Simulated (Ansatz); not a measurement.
Energy needed to pull apart NH2Te (SMILES N[Te]), doublet, into free ground-state atoms, from the structure below (displaced at random from a GFN2-xTB minimum); no zero-point or spin–orbit terms; open-shell atoms are treated unrestricted, in their ground-state multiplicity.

```csv
atom,x (Å),y (Å),z (Å)
N1,-0.2795,0.1227,-0.0033
Te2,1.5444,-0.0975,0.8052
H3,-0.9738,-0.6192,0.1317
H4,-0.3041,0.6572,-0.8706
```

Ansatz 0.2.0; basis: def2-TZVPP; cores frozen in the correlated methods; orbitals are unrestricted. Filled d shells of the heavier atoms are correlated. Core potentials replace the inner electrons of the atoms past krypton. The def2 sets are not built for correlating such inner shells, so the correlated values are less sure here.

```
    method  atomization energy (kJ/mol)
     SPW92                         1230
    PBE-D4                         1071
 r2SCAN-D4                         1013
   PBE0-D4                         1020
r2SCAN0-D4                            ?
   wB97M-V                         1023
        HF                          574
       MP2                            ?
      CCSD                          946
   CCSD(T)                          973
```

Problem. What does r2SCAN0-D4 give? (An estimate is asked for; the value comes from the calculation.)

Solution. The calculation gives: 977 kJ/mol, which is about 4 kJ/mol more than CCSD(T)/def2-TZVPP.

Problem. What does MP2 give? (An estimate is asked for; the value comes from the calculation.)

Solution. By the calculation: 978 kJ/mol, which is about 5 kJ/mol more than CCSD(T)/def2-TZVPP.

In triple zeta the MP2 and coupled-cluster atomization energies are still short of their basis limit by a few kcal/mol a bond, whereas those of the functionals are nearly converged, so these differences are not deviations from converged CCSD(T).

The T1 diagnostic stays at or below 0.018. ⟨S²⟩ of the unrestricted Hartree–Fock references: 0.77 (a pure state has 0.75).

For scale, one of the runs: CCSD(T)/def2-TZVPP forces, 109 basis functions (an equivalent command: `ansatz run in.yaml --threads 4`). Hardware: 4 CPU threads, shared host. Wall time 91 s; peak host memory 1.8 GiB.
